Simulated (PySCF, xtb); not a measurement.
GeH, SMILES [GeH] (connectivity only; charge and spin as stated), charge +1, multiplicity 1.

Harmonic wavenumbers (cm⁻¹) from GFN2-xTB (xtb) at its own minimum, in rising order: 1571.

Task: What does PBE0-D3(BJ)/def2-TZVPD (PySCF 2.14.0) give at its own minimum? (An estimate is asked for; the answer gives what the named calculation found.)

Result: 2018. Paired by order, the mean absolute difference is 448 cm⁻¹ and the zero-point energies are 2.2 and 2.9 kcal/mol.
